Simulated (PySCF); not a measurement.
Constitutional and geometric isomers with formula H6Si4. All species are isolated molecules in the gas phase. One relaxed conformer stands for each flexible species; it need not be the lowest. Strings in code marks are SMILES.

Computed with PySCF with PBE-D3(BJ)/def2-TZVP // PBE0-D3(BJ)/def2-TZVP. 

```csv
species,HOMO–LUMO gap (eV),LUMO (eV),dipole moment (D)
`[SiH3][SiH]1[SiH]=[SiH]1`,2.67,[?],0.66
`[SiH]1=[SiH][SiH2][SiH2]1`,2.67,-2.70,0.36
`[SiH3][Si]1=[SiH][SiH2]1`,[?],-2.70,0.85
`[SiH2]=[SiH][SiH]=[SiH2]` (Si–Si–Si–Si torsion 64°),1.80,-3.20,–
```

Task: Fill in the missing entries.

Result: 
- `[SiH3][SiH]1[SiH]=[SiH]1`, LUMO (eV): -2.61
- `[SiH3][Si]1=[SiH][SiH2]1`, HOMO–LUMO gap (eV): 2.61
